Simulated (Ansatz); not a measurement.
`N[SiH](N)N` and `N[SiH](N)F` differ in one atom or group.

Ansatz, PBE0-D4/def2-TZVP geometries, multiplicity 1. Each molecule was computed in one conformer, which needn't be the lowest.

| property | `N[SiH](N)N` |
| --- | --- |
| size of the dipole moment (PBE/def2-TZVPP) / D | 1.12 |
| ideal-gas entropy at 298 K and 1 bar (rigid rotor, harmonic PBE0-D4/def2-TZVP) / J/(mol·K) | 324 |
| HOMO–LUMO gap (B3LYP/def2-TZVPP) / eV | 7.34 |
| LUMO energy (B3LYP/def2-TZVPP) / eV | 0.73 |
| HOMO–LUMO gap (ωB97M-V/def2-TZVPP) / eV | 11.71 |
| size of the dipole moment (B3LYP/def2-TZVPP) / D | 1.10 |

Task: Give the same properties after the change, and the shifts. (An estimate is asked.)

Result: The calculation gave: 
```json
{"property": "size of the dipole moment (PBE/def2-TZVPP) / D", "`N[SiH](N)F`": "1.94", "shift": "0.82"}
{"property": "ideal-gas entropy at 298 K and 1 bar (rigid rotor, harmonic PBE0-D4/def2-TZVP) / J/(mol·K)", "`N[SiH](N)F`": "312", "shift": "-12"}
{"property": "HOMO–LUMO gap (B3LYP/def2-TZVPP) / eV", "`N[SiH](N)F`": "8.05", "shift": "0.71"}
{"property": "LUMO energy (B3LYP/def2-TZVPP) / eV", "`N[SiH](N)F`": "0.64", "shift": "-0.09"}
{"property": "HOMO–LUMO gap (ωB97M-V/def2-TZVPP) / eV", "`N[SiH](N)F`": "12.45", "shift": "0.74"}
{"property": "size of the dipole moment (B3LYP/def2-TZVPP) / D", "`N[SiH](N)F`": "1.95", "shift": "0.85"}
```

With PBE0 the HOMO falls by 0.79 eV and the LUMO falls by 0.07 eV, so the gap widens by about 0.72 eV. PBE moves the HOMO by -0.76 eV and ωB97M-V by -0.79 eV. The zero-point energy changes by -61.6 kJ/mol with -6 modes. Dipoles are sizes alone; their direction can turn.

B3LYP here is the variant with VWN-RPA as its local correlation; programs differ in this.
